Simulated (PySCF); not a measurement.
PySCF input for CH7FOSi2, SMILES OC[SiH2][SiH2]F, TDDFT-LC-ωPBE/def2-SVPD. Geometry: PBE0-D3(BJ)/def2-SVP. This is a generated structure with no PubChem entry under its InChIKey; it may be hypothetical. Other conformers were not sampled.

```python
import numpy as np
from pyscf import gto, scf, dft, tdscf

mol = gto.M(
    atom='''
    O    -1.90907697    0.75881506    0.99416356
    C    -2.06553926   -0.14260563   -0.09168885
    Si   -0.44965321   -0.15048799   -1.10648229
    Si    1.14405256   -0.01669046    0.60860491
    F     2.62953033   -0.39466082    0.03814442
    H    -1.89158891    1.65637527    0.64449980
    H    -2.21330032   -1.14242881    0.34775015
    H    -2.97235822    0.06755231   -0.68957590
    H    -0.30240219   -1.35617217   -1.97949765
    H    -0.38609183    1.07687502   -1.96494439
    H     0.81593286   -0.98680484    1.69362919
    H     1.22829611    1.36216242    1.17194724
    ''',
    basis='def2-SVPD',
    charge=0,
    spin=0,
    max_memory=1600,
    verbose=4,
)
mf = dft.RKS(mol, xc='lc_wpbe').density_fit(auxbasis='def2-universal-jkfit')
mf.grids.level = 3
mf.conv_tol = 1e-9
mf.max_cycle = 100
mf.kernel()
mf.grids = dft.Grids(mol).set(level=1).build(with_non0tab=True)  # coarser grid for the response kernel
td = tdscf.TDDFT(mf)
td.singlet = True
td.nstates = 10
td.conv_tol = 1e-4
td.positive_eig_threshold = 1e-6
td.kernel(x0=td.get_init_guess(mf, 15))
td.analyze()
tt = tdscf.TDA(mf)
tt.singlet = False
tt.nstates = 4
tt.conv_tol = 1e-4
tt.positive_eig_threshold = 1e-6
tt.kernel(x0=tt.get_init_guess(mf, 9))
tt.analyze(verbose=3)
```

Program output:

```
PySCF version 2.14.0

[INPUT] verbose = 4
[INPUT] num. atoms = 12
[INPUT] num. electrons = 58
[INPUT] charge = 0
[INPUT] spin (= nelec alpha-beta = 2S) = 0
[INPUT] symmetry False subgroup None
[INPUT] Mole.unit = angstrom
[INPUT] Symbol           X                Y                Z      unit          X                Y                Z       unit  Magmom
[INPUT]  1 O     -1.909076970000   0.758815060000   0.994163560000 AA   -3.607632624015   1.433952642595   1.878696851423 Bohr   0.0
[INPUT]  2 C     -2.065539260000  -0.142605630000  -0.091688850000 AA   -3.903303500937  -0.269485584521  -0.173266815176 Bohr   0.0
[INPUT]  3 Si    -0.449653210000  -0.150487990000  -1.106482290000 AA   -0.849721417932  -0.284381086136  -2.090948489782 Bohr   0.0
[INPUT]  4 Si     1.144052560000  -0.016690460000   0.608604910000 AA    2.161946010508  -0.031540398293   1.150096597966 Bohr   0.0
[INPUT]  5 F      2.629530330000  -0.394660820000   0.038144420000 AA    4.969092159937  -0.745800861896   0.072082506980 Bohr   0.0
[INPUT]  6 H     -1.891588910000   1.656375270000   0.644499800000 AA   -3.574584980165   3.130095619803   1.217928109337 Bohr   0.0
[INPUT]  7 H     -2.213300320000  -1.142428810000   0.347750150000 AA   -4.182531436212  -2.158877567713   0.657152543276 Bohr   0.0
[INPUT]  8 H     -2.972358220000   0.067552310000  -0.689575900000 AA   -5.616942979900   0.127655364982  -1.303109593100 Bohr   0.0
[INPUT]  9 H     -0.302402190000  -1.356172170000  -1.979497650000 AA   -0.571457318569  -2.562793979057  -3.740708422720 Bohr   0.0
[INPUT] 10 H     -0.386091830000   1.076875020000  -1.964944390000 AA   -0.729607817632   2.034998858186  -3.713206747101 Bohr   0.0
[INPUT] 11 H      0.815932860000  -0.986804840000   1.693629190000 AA    1.541889641433  -1.864790885995   3.200495325669 Bohr   0.0
[INPUT] 12 H      1.228296110000   1.362162420000   1.171947240000 AA    2.321143247769   2.574113910975   2.214659316040 Bohr   0.0

nuclear repulsion = 295.175779448468
number of shells = 74
number of NR pGTOs = 250
number of NR cGTOs = 170
basis = def2-SVPD
ecp = {}


[settings echo left out]
init E= -795.79446095656
  HOMO = -0.302664543866536  LUMO = -0.0232719179408858  gap/eV = 7.60266
cycle= 1 E= -795.661830596002  delta_E= 0.133  |g|= 0.744  |ddm|= 3.87
  HOMO = -0.324060254612003  LUMO = 0.0371003687497478  gap/eV = 9.82768
cycle= 2 E= -795.665024483748  delta_E= -0.00319  |g|= 0.823  |ddm|= 1.37
  HOMO = -0.391808866922748  LUMO = 0.0464717299163531  gap/eV = 11.92622
cycle= 3 E= -795.776259274998  delta_E= -0.111  |g|= 0.052  |ddm|= 0.581
  HOMO = -0.384326183007664  LUMO = 0.0543776502652604  gap/eV = 11.93774
cycle= 4 E= -795.777041705652  delta_E= -0.000782  |g|= 0.0179  |ddm|= 0.118
  HOMO = -0.385224804779448  LUMO = 0.0540396034974231  gap/eV = 11.95299
cycle= 5 E= -795.777130705061  delta_E= -8.9e-05  |g|= 0.0105  |ddm|= 0.0495
  HOMO = -0.385833992139649  LUMO = 0.0539729860416731  gap/eV = 11.96776
cycle= 6 E= -795.777151437572  delta_E= -2.07e-05  |g|= 0.00141  |ddm|= 0.013
  HOMO = -0.385656349549151  LUMO = 0.0540796171307472  gap/eV = 11.96583
cycle= 7 E= -795.777152667344  delta_E= -1.23e-06  |g|= 0.0005  |ddm|= 0.00548
  HOMO = -0.385778091323558  LUMO = 0.0540417798562256  gap/eV = 11.96811
cycle= 8 E= -795.777152812929  delta_E= -1.46e-07  |g|= 0.00019  |ddm|= 0.00155
  HOMO = -0.38576226503921  LUMO = 0.0540432527588099  gap/eV = 11.96772
cycle= 9 E= -795.777152833398  delta_E= -2.05e-08  |g|= 4.82e-05  |ddm|= 0.000539
  HOMO = -0.385762284815499  LUMO = 0.0540468673445234  gap/eV = 11.96782
cycle= 10 E= -795.77715283107  delta_E= 2.33e-09  |g|= 1.31e-05  |ddm|= 0.000182
  HOMO = -0.385762595992426  LUMO = 0.0540464082628804  gap/eV = 11.96781
cycle= 11 E= -795.777152831249  delta_E= -1.79e-10  |g|= 3.22e-06  |ddm|= 5.96e-05
  HOMO = -0.385762383333646  LUMO = 0.0540464371870928  gap/eV = 11.96781
Extra cycle  E= -795.777152831259  delta_E= -1.02e-11  |g|= 1.91e-06  |ddm|= 9.75e-06
converged SCF energy = -795.777152831259
tot grids = 45792
Overwritten attributes  positive_eig_threshold  of <class 'pyscf.tdscf.rks.TDDFT'>


******** <class 'pyscf.tdscf.rks.TDDFT'> for <class 'pyscf.df.df_jk.DFRKS'> ********
nstates = 10 singlet
deg_eia_thresh = 1.000e-03
wfnsym = None
conv_tol = 0.0001
eigh lindep = 1e-12
eigh level_shift = 0
eigh max_cycle = 100


Excitation energies (eV)
[6.58817685 6.88621966 7.45616417 7.70117779 7.99615617 8.10619409
 8.1250432  8.39467451 8.58811455 8.64721415]

** Singlet excitation energies and oscillator strengths **
Excited State   1:      6.58818 eV    188.19 nm  f=0.0085
      28 -> 30       -0.13979
      28 -> 31        0.15579
      29 -> 30       -0.60219
      29 -> 32       -0.20929
Excited State   2:      6.88622 eV    180.05 nm  f=0.0312
      28 -> 30        0.58946
      28 -> 32        0.11425
      29 -> 31       -0.25179
      29 -> 32       -0.12444
Excited State   3:      7.45616 eV    166.28 nm  f=0.0379
      28 -> 31       -0.10262
      28 -> 32        0.13073
      28 -> 33        0.18514
      29 -> 30       -0.13022
      29 -> 31       -0.22372
      29 -> 32        0.40379
      29 -> 33        0.40804
Excited State   4:      7.70118 eV    160.99 nm  f=0.0313
      28 -> 30       -0.22858
      28 -> 32        0.18619
      29 -> 30        0.25610
      29 -> 31       -0.37445
      29 -> 32       -0.30872
      29 -> 33        0.10141
      29 -> 34        0.15455
      29 -> 37       -0.11930
Excited State   5:      7.99616 eV    155.05 nm  f=0.0057
      27 -> 30        0.31718
      28 -> 31       -0.17864
      28 -> 32        0.28031
      28 -> 33        0.30397
      29 -> 31        0.25987
      29 -> 32       -0.18807
Excited State   6:      8.10619 eV    152.95 nm  f=0.0128
      28 -> 31        0.41274
      28 -> 35       -0.18191
      29 -> 31        0.20905
      29 -> 33        0.32521
      29 -> 34        0.14441
      29 -> 35       -0.22859
      29 -> 36        0.13623
Excited State   7:      8.12504 eV    152.60 nm  f=0.0406
      26 -> 30       -0.15536
      27 -> 30        0.46329
      27 -> 31       -0.16622
      27 -> 36       -0.10606
      28 -> 32       -0.23108
      28 -> 33       -0.23306
      29 -> 31       -0.16304
Excited State   8:      8.39467 eV    147.69 nm  f=0.2557
      27 -> 30        0.15071
      28 -> 31        0.31135
      28 -> 32        0.31519
      29 -> 32        0.25128
      29 -> 33       -0.26838
      29 -> 35       -0.10042
      29 -> 36       -0.23945
Excited State   9:      8.58811 eV    144.37 nm  f=0.0872
      26 -> 30       -0.18535
      28 -> 32       -0.27408
      28 -> 33        0.37504
      28 -> 36        0.25875
      29 -> 33       -0.10702
      29 -> 35       -0.16678
      29 -> 36       -0.17659
Excited State  10:      8.64721 eV    143.38 nm  f=0.0947
      25 -> 32        0.10189
      26 -> 30        0.44020
      26 -> 31        0.11455
      27 -> 30        0.17346
      28 -> 31        0.11019
      28 -> 32       -0.14862
      28 -> 33        0.19566
      29 -> 31       -0.10755
      29 -> 34       -0.19483

** Transition electric dipole moments (AU) **
state          X           Y           Z        Dip. S.      Osc.
  1         0.0762      0.0081     -0.2156      0.0524      0.0085
  2         0.0379      0.1488      0.4017      0.1850      0.0312
  3         0.1737      0.3458     -0.2406      0.2077      0.0379
  4        -0.3038      0.1682      0.2124      0.1657      0.0313
  5        -0.1005      0.1274     -0.0543      0.0293      0.0057
  6         0.1276      0.0230      0.2182      0.0644      0.0128
  7         0.1267     -0.3926      0.1839      0.2040      0.0406
  8        -0.8427     -0.1548     -0.7135      1.2432      0.2557
  9         0.2770      0.1622      0.5578      0.4142      0.0872
 10         0.5964      0.0341      0.3005      0.4472      0.0947

** Transition velocity dipole moments (imaginary part, AU) **
state          X           Y           Z        Dip. S.      Osc.
  1         0.0178      0.0019     -0.0573      0.0036      0.0099
  2         0.0112      0.0393      0.1082      0.0134      0.0352
  3         0.0498      0.0969     -0.0689      0.0166      0.0404
  4        -0.0922      0.0510      0.0639      0.0152      0.0358
  5        -0.0312      0.0379     -0.0153      0.0026      0.0060
  6         0.0394      0.0071      0.0660      0.0060      0.0133
  7         0.0373     -0.1268      0.0588      0.0209      0.0467
  8        -0.2675     -0.0508     -0.2268      0.1256      0.2714
  9         0.0903      0.0523      0.1777      0.0425      0.0897
 10         0.1953      0.0115      0.0976      0.0478      0.1003

** Transition magnetic dipole moments (imaginary part, AU) **
state          X           Y           Z
  1        -0.0442      0.8840     -0.5253
  2        -0.1910      0.1500     -0.2860
  3        -0.2212     -0.1159     -0.4137
  4        -0.0760     -0.8988      0.1859
  5        -0.2530      0.2168     -0.4521
  6         0.0947      0.5737     -0.0854
  7        -0.3678     -0.1756     -0.7764
  8         0.0180     -1.3700      0.3179
  9         0.1988      0.5892     -0.4105
 10         0.1257      0.4741      0.8216
Overwritten attributes  positive_eig_threshold  of <class 'pyscf.tdscf.rks.TDA'>


******** <class 'pyscf.tdscf.rks.TDA'> for <class 'pyscf.df.df_jk.DFRKS'> ********
nstates = 4 triplet
deg_eia_thresh = 1.000e-03
wfnsym = None
conv_tol = 0.0001
eigh lindep = 1e-12
eigh level_shift = 0
eigh max_cycle = 100


Excitation energies (eV)
[5.76963608 6.3441237  6.39461457 7.12161569]

** Triplet excitation energies and oscillator strengths **
Excited State   1:      5.76964 eV    214.89 nm  f=0.0000
Excited State   2:      6.34412 eV    195.43 nm  f=0.0000
Excited State   3:      6.39461 eV    193.89 nm  f=0.0000
Excited State   4:      7.12162 eV    174.10 nm  f=0.0000
```

The calculation finished and met its thresholds.

Cost: around 6 core-minutes (rough).
